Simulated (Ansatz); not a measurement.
Basis-set extrapolation for `P[SiH2][AlH][Cl]` (PBE0-D4/def2-TZVP geometry, frozen core, Ansatz). Multiplicity 1, RHF reference.

|  | def2-TZVPP | def2-QZVPP |
| --- | --- | --- |
| HF | -1334.112255 | -1334.150606 |
| MP2 correlation | -0.544755 | -0.592204 |
| CCSD(T) correlation | -0.638344 | not run |

Energies in hartree. Use E(X) = E(∞) + A·exp(−7.88·√X) for Hartree–Fock and E(X) = E(∞) + B·X^(−2.97) for correlation, with X = 3 and 4, and add CCSD(T) minus MP2 of the smaller set to the MP2 limit.

Q: What is the CCSD(T) energy at the basis-set limit?

A: HF limit: -1334.150606 + (-0.038351) × 0.13774 = -1334.15589. MP2 limit: -0.592204 + (-0.047449) × 0.74074 = -0.62735. Higher-order term: -0.638344 − (-0.544755) = -0.09359. Total: -1334.87683 hartree, 331.4 kJ/mol below CCSD(T)/def2-TZVPP.
